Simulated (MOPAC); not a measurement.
MOPAC input (AM1):

```
AM1 FORCE THERMO(298,298) PRECISE LET GEO-OK AUX(PRECISION=9) THREADS=1
C2H2O

C     1.30819179 1   -0.11994321 1   -0.13363247 1
C     0.12510103 1   -0.01223377 1   -0.01231379 1
O    -1.18206719 1    0.19760734 1    0.06637436 1
H     2.35632402 1   -0.21271101 1   -0.24272984 1
H    -1.54305167 1   -0.55062091 1    0.57937780 1
```

From the output:

```
     H    5   0.091600   1.242012   6.192280   0.048318   6.523966

          HEAT OF FORMATION =      18.817852 KCALS/MOLE

          ZERO POINT ENERGY      20.556 KCAL/MOL

           NORMAL COORDINATE ANALYSIS (Total motion = 1 Angstrom)

   Root No.       1         2         3         4         5         6         7         8

                 1 A'      1 A"      2 A"      2 A'      3 A'      4 A'      5 A'      6 A'

                 403.1     413.1     750.7     805.9    1289.7    1455.6    2412.8    3385.1

           1   -0.0042   -0.0000   -0.0000    0.0013   -0.2012    0.0078   -0.1972    0.0048
           2   -0.1282    0.0000    0.0000   -0.1011   -0.0022    0.0021    0.0003   -0.0002
           3   -0.0000   -0.1698   -0.0946   -0.0000    0.0000    0.0000    0.0000   -0.0000
           4   -0.0052    0.0000   -0.0000    0.0012   -0.0826    0.0026    0.3189    0.0085
           5    0.2672   -0.0000    0.0000    0.0127   -0.0049    0.0592    0.0037   -0.0009
           6    0.0000    0.3491   -0.0071    0.0000   -0.0000    0.0000   -0.0000   -0.0000
           7    0.0241   -0.0000    0.0000   -0.0054    0.2105   -0.0555   -0.0669    0.0158
           8   -0.0801    0.0000   -0.0000    0.0131    0.0019   -0.0593    0.0009   -0.0488
           9   -0.0000   -0.1113    0.0211    0.0000   -0.0000   -0.0000    0.0000   -0.0000
          10   -0.0048   -0.0000    0.0000    0.0037   -0.2303    0.0107   -0.3435   -0.0836
          11   -0.1923    0.0000   -0.0000    0.8095    0.0065   -0.0578   -0.0025   -0.0004
          12   -0.0000   -0.1368    0.8298    0.0000    0.0000   -0.0000    0.0000    0.0000
          13   -0.2658   -0.0000    0.0000    0.0509    0.2710    0.7454   -0.0439   -0.3260
          14   -0.1929    0.0000   -0.0000    0.0361    0.0477    0.2692   -0.0588    0.7869
          15   -0.0000   -0.2331    0.0473    0.0000    0.0000    0.0000   -0.0000    0.0000

   Root No.       9

                 7 A'

                3463.5

           1   -0.0870
           2    0.0001
           3    0.0000
           4    0.0204
           5   -0.0001
           6   -0.0000
           7    0.0010
           8   -0.0044
           9   -0.0000
          10    0.8095
          11   -0.0021
          12   -0.0000
          13   -0.0320
          14    0.0718
          15    0.0000

           MASS-WEIGHTED COORDINATE ANALYSIS (NORMAL COORDINATES)

   Root No.       1         2         3         4         5         6         7         8

                 1 A'      1 A"      2 A"      2 A'      3 A'      4 A'      5 A'      6 A'

                 403.1     413.1     750.7     805.9    1289.7    1455.6    2412.8    3385.1

           1   -0.0128   -0.0000   -0.0000    0.0051   -0.5879    0.0307   -0.4979    0.0189
           2   -0.3876    0.0000    0.0000   -0.3936   -0.0064    0.0081    0.0008   -0.0007
           3   -0.0000   -0.4078   -0.3640   -0.0000    0.0000    0.0000    0.0000   -0.0000
           4   -0.0157    0.0000   -0.0000    0.0048   -0.2412    0.0101    0.8050    0.0332
           5    0.8080   -0.0000    0.0000    0.0496   -0.0142    0.2316    0.0094   -0.0035
           6    0.0000    0.8385   -0.0274    0.0000   -0.0000    0.0000   -0.0000   -0.0000
           7    0.0842   -0.0000    0.0000   -0.0241    0.7097   -0.2504   -0.1949    0.0716
           8   -0.2795    0.0000   -0.0000    0.0587    0.0064   -0.2678    0.0025   -0.2206
           9   -0.0000   -0.3086    0.0938    0.0000   -0.0000   -0.0000    0.0000   -0.0000
          10   -0.0042   -0.0000    0.0000    0.0041   -0.1949    0.0122   -0.2512   -0.0949
          11   -0.1685    0.0000   -0.0000    0.9130    0.0055   -0.0655   -0.0018   -0.0005
          12   -0.0000   -0.0952    0.9247    0.0000    0.0000   -0.0000    0.0000    0.0000
          13   -0.2328   -0.0000    0.0000    0.0574    0.2293    0.8446   -0.0321   -0.3702
          14   -0.1690    0.0000   -0.0000    0.0407    0.0404    0.3050   -0.0430    0.8937
          15   -0.0000   -0.1622    0.0527    0.0000    0.0000    0.0000   -0.0000    0.0000

   Root No.       9

                 7 A'

                3463.5

           1   -0.3451
           2    0.0004
           3    0.0000
           4    0.0810
           5   -0.0002
           6   -0.0000
           7    0.0046
           8   -0.0202
           9   -0.0000
          10    0.9304
          11   -0.0025
          12   -0.0000
          13   -0.0368
          14    0.0825
          15    0.0000

          DESCRIPTION OF VIBRATIONS

 VIBRATION          1    1A'         ATOM PAIR     ENERGY CONTRIBUTION    RADIAL
 FREQUENCY           403.07         C 2 -- O 3         +47.7% (128.1%)      0.0%
 TRANSITION DIPOLE   0.4648         C 1 -- C 2         +35.9% (111.1%)      0.0%
 TRAVEL (Ang.)       0.1741         O 3 -- H 5         +15.4% ( 72.7%)     40.9%
 REDUCED MASS        5.5198         C 1 -- H 4          +1.0% ( 18.8%)      0.1%
 EFFECTIVE MASS     19.2115
 FORCE CONSTANT      0.5284

 VIBRATION          2    1A"         ATOM PAIR     ENERGY CONTRIBUTION    RADIAL
 FREQUENCY           413.09         C 1 -- C 2         +53.3% ( 89.9%)      0.0%
 TRANSITION DIPOLE   0.1659         C 2 -- O 3         +42.6% ( 80.4%)      0.0%
 TRAVEL (Ang.)       0.1595         C 1 -- H 4          +2.8% ( 20.7%)      0.0%
 REDUCED MASS        6.4159         O 3 -- H 5          +1.3% ( 13.9%)      0.0%
 EFFECTIVE MASS     11.9247
 FORCE CONSTANT      0.6450

 VIBRATION          3    2A"         ATOM PAIR     ENERGY CONTRIBUTION    RADIAL
 FREQUENCY           750.73         C 1 -- H 4         +97.6% ( 98.8%)      0.0%
 TRANSITION DIPOLE   0.7450         C 1 -- C 2          +2.3% ( 15.0%)      0.0%
 TRAVEL (Ang.)       0.3076
 REDUCED MASS        0.9493
 EFFECTIVE MASS      1.8605
 FORCE CONSTANT      0.3152

 VIBRATION          4    2A'         ATOM PAIR     ENERGY CONTRIBUTION    RADIAL
 FREQUENCY           805.90         C 1 -- H 4         +95.3% ( 99.5%)      0.0%
 TRANSITION DIPOLE   0.6404         C 1 -- C 2          +3.3% ( 18.5%)      0.0%
 TRAVEL (Ang.)       0.2908         O 3 -- H 5          +0.9% (  9.5%)     29.6%
 REDUCED MASS        0.9891         C 2 -- O 3          +0.5% (  7.5%)     85.9%
 EFFECTIVE MASS      2.0564
 FORCE CONSTANT      0.3785

 VIBRATION          5    3A'         ATOM PAIR     ENERGY CONTRIBUTION    RADIAL
 FREQUENCY          1289.70         C 2 -- O 3         +35.4% ( 87.2%)     99.7%
 TRANSITION DIPOLE   1.0177         C 1 -- H 4         +26.0% ( 74.8%)     99.9%
 TRAVEL (Ang.)       0.0971         C 1 -- C 2         +20.6% ( 66.6%)     99.9%
 REDUCED MASS        5.5401         O 3 -- H 5         +18.0% ( 62.3%)     17.3%
 EFFECTIVE MASS     14.4661
 FORCE CONSTANT      5.4294

 VIBRATION          6    4A'         ATOM PAIR     ENERGY CONTRIBUTION    RADIAL
 FREQUENCY          1455.57         O 3 -- H 5         +90.4% ( 94.3%)      1.5%
 TRANSITION DIPOLE   0.7260         C 2 -- O 3          +8.7% ( 29.2%)     28.3%
 TRAVEL (Ang.)       0.2175         C 1 -- C 2          +0.7% (  8.2%)      0.8%
 REDUCED MASS        0.9792         C 1 -- H 4          +0.3% (  5.0%)      5.8%
 EFFECTIVE MASS      2.8152
 FORCE CONSTANT      1.2223

 VIBRATION          7    5A'         ATOM PAIR     ENERGY CONTRIBUTION    RADIAL
 FREQUENCY          2412.79         C 1 -- C 2         +58.2% ( 96.0%)    100.0%
```
